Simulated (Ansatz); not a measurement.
`C[O][W](=[O])([F])([F])[Cl]`, relaxed with RKS PBE0-D4/def2-TZVP in the Gaussian-basis code of Ansatz from a PBE-D4/def2-SVP geometry. The force threshold is 0.005 eV/Å; the program also tests the step.

Total charge 0; spin multiplicity 1. W: def2 effective core potential.

Start:

```xyz
10

C     0.249   -1.334    1.138
O     0.502   -0.045    0.630
W    -0.084    1.088   -0.745
O    -0.151    2.631   -0.029
F    -1.774    0.296   -0.406
F     1.628    0.997   -1.525
Cl   -0.908    1.388   -2.894
H     0.826   -2.099    0.574
H     0.549   -1.366    2.205
H    -0.838   -1.558    1.052
```

```csv
step,energy (eV),largest force (eV/Å),largest move (Å)
1,-24958.7286,1.616,0.000
2,-24958.8026,0.325,0.067
3,-24958.8094,0.167,0.025
4,-24958.8102,0.049,0.011
5,-24958.8105,0.014,0.008
6,-24958.8108,0.024,0.015
7,-24958.8109,0.012,0.009
8,-24958.8110,0.011,0.010
9,-24958.8110,0.014,0.007
10,-24958.8110,0.013,0.019
11,-24958.8111,0.009,0.007
12,-24958.8111,0.007,0.005
13,-24958.8111,0.005,0.001
14 (rejected),-24958.8111,0.030,0.002
15,-24958.8111,0.001,0.001
```

End:

```xyz
10

C     0.242   -1.335    1.127
O     0.519   -0.074    0.574
W    -0.077    1.077   -0.737
O    -0.147    2.588   -0.012
F    -1.757    0.318   -0.389
F     1.610    1.038   -1.521
Cl   -0.904    1.357   -2.859
H     0.820   -2.104    0.609
H     0.519   -1.319    2.182
H    -0.827   -1.546    1.028
```

It took 84 s on 4 threads of an Arm Neoverse V2 on a shared host, with 0.84 GiB of host memory at the peak.
